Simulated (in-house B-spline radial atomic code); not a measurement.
Atomic self-consistent-field run: Ti2+ (with a hole in an inner shell). Method: Dirac-Hartree-Fock, average of the jj configuration, Fermi nucleus of rms radius 3.5921 fm. Calculated with an all-electron radial atomic-structure program (B-spline basis).

In the input, a minus or plus after the letter marks the j = l - 1/2 or j = l + 1/2 subshell.

Command:
```bash
python run_scf.py task.json out
```
Settings (nuclear radius in fm, mass in u):
```
Z                22
configuration    1s2 2s2 2p6 3s2 3p-1 3p+4 3d2 4s1
hamiltonian      dirac
method           hf
spin_polarised   False
nucleus          fermi
rms_radius       3.5921
atomic_mass      47.94794
speed_of_light   137.035999084
```

Output (hartree, bohr):
```
 radial grid: 74 intervals, B-splines of order 8, outer radius 38.5185 bohr

 iter        energy (Eh)    residual
    1       -843.1101940    4.76e-01
    2       -849.1591858    2.52e-01
    3       -850.4597296    7.51e-02
    4       -850.6138885    2.10e-02
    5       -850.6281605    1.02e-02
    6       -850.6311329    8.11e-04
    7       -850.6311526    9.67e-05
    8       -850.6311529    1.15e-05
    9       -850.6311529    1.66e-06
   10       -850.6311529    1.41e-07

 total energy                     -850.631153
 kinetic                            859.60071
 electron-nucleus                 -2007.77367
 electron-electron                  297.54180

 first-order corrections (not in the total)
   Gaunt                            0.28733
   retardation                     -0.02396
   frequency dependence            -0.00049
   self-energy                      0.19010
   Uehling                         -0.01467
   Wichmann-Kroll                   0.00006
   recoil                           0.00775

 orbital      occ     eigenvalue          <r>       <r^2>       <1/r>       <r^4>     <1/r^3>       r_max    small
 1s1/2      2.000     -185.50210    0.0695235  0.00650062     21.8114 0.000109127           -     0.04557  6.21e-03
 2s1/2      2.000      -22.62839        0.322    0.122531     4.59708   0.0263504           -      0.2677  1.10e-03
 2p1/2      2.000      -18.91507     0.287258    0.101723     4.49454   0.0212855           -      0.2183  1.06e-03
 2p3/2      4.000      -18.73392     0.289133    0.102846     4.44765   0.0216035     260.489      0.2202  1.05e-03
 3s1/2      2.000       -3.72955     0.991031     1.12737     1.40585      2.0209           -      0.8617  2.22e-04
 3p1/2      1.000       -2.72277      1.05176     1.29166     1.29272     2.81704           -      0.8898  1.95e-04
 3p3/2      4.000       -2.65188        1.062     1.31712     1.27531     2.93639     29.5499      0.8959  1.91e-04
 3d3/2      0.800       -1.19574      1.28219     2.03654    0.998711     8.75989     2.48978      0.9362  1.24e-04
 3d5/2      1.200       -1.25229       1.2608      1.9592     1.00947     7.98656     2.51927       0.932  1.26e-04
 4s1/2      1.000       -0.81386       2.8656     9.22044    0.449778     125.585           -       2.549  3.45e-05
```

Cost of the run: 1.2 s on 1 thread of Arm Neoverse V1, with other jobs on the host.

For the Dirac Hamiltonian the kinetic term is c α·p + (β - 1)c².
